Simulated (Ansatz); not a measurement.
Z-matrix (Å, degrees):
```
Si
N 1 1.7239
H 2 1.0055 1 120.87
H 2 1.0070 3 112.47 1 166.13
H 1 1.4883 2 108.31 3 -160.45
C 1 1.8406 5 99.49 2 116.14
N 6 1.2031 1 154.33 5 132.39
H 7 1.0168 6 123.74 1 -179.00
```
Charge 0, spin multiplicity 1.

Level of theory: frozen-core CCSD(T)/cc-pVTZ // B3LYP-D3(BJ)/def2-TZVP in Ansatz (a quantum-chemistry and plane-wave program). The restricted HF reference is unstable towards unrestricted orbitals.

```json
{
 "HF energy": "-438.02571 Ha",
 "MP2 correlation energy": "-0.68564 Ha"
}
```

Q: Estimate the CCSD correlation energy, the (T) correction, the total energy and the T1 diagnostic.

A: 
The CCSD correlation energy is -0.71113 Ha. The (T) correction is -0.03663 Ha and the CCSD(T) total energy is -438.77348 Ha. The T1 diagnostic comes out as 0.019.
